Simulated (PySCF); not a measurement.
Computed shifts of a molecule C3H4F2Si, PBE/pcSseg-1 run with PySCF, GIAO, gas phase, equivalent atoms averaged, in ppm (number of nuclei): ¹³C: 98.7 (1), 83.9 (1), 0.4 (1). ²⁹Si: -23.2 (1). ¹⁹F: -163.3 (2). ¹H: 2.41 (1), 0.63 (3). References: ¹³C against TMS (σ = 182.0 ppm); ²⁹Si against TMS (σ = 335.4 ppm); ¹⁹F against CFCl3 (σ = 133.6 ppm); ¹H against TMS (σ = 31.49 ppm), references at their B3LYP-D3(BJ)/def2-TZVP geometries, non-relativistic. Geometry optimised at PBE0-D3(BJ)/def2-SVP. Other conformers were not sampled.

Task: Pick the molecule that these values belong to.
A) C=C=C(F)[SiH2]F
B) FC1=C[SiH2][C@@H]1F
C) C#C[Si](C)(F)F
D) F[C@@H]1C=C[Si@H]1F

Result: C, C#C[Si](C)(F)F
